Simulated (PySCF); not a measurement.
Gas-phase reaction: 2 C2F6 → 2 CF4 + C2F4

Method: PySCF energies plus ideal-gas RRHO corrections (1 bar). † marks an energy on the PBE0/def2-TZVP geometry and frequencies; other levels use their own. CCSD(T) freezes the core. 6-31G* has spherical d functions here. All species are closed-shell singlets. CCSD(T) isn't extrapolated to the basis-set limit.

CCSD(T)/def2-SVP† gives ΔH°(298 K) = 150 kJ.

Q: What do LDA/def2-TZVP†, HF/6-31G*, PBE/def2-SVP give?

A: LDA/def2-TZVP†: 164 kJ; HF/6-31G*: 159 kJ; PBE/def2-SVP: 136 kJ. For scale, ΔH°(298 K) is 150 kJ at this level, 151 kJ at ωB97M-V/def2-TZVP†, and runs from 28 to 164 kJ over the 19 levels computed.
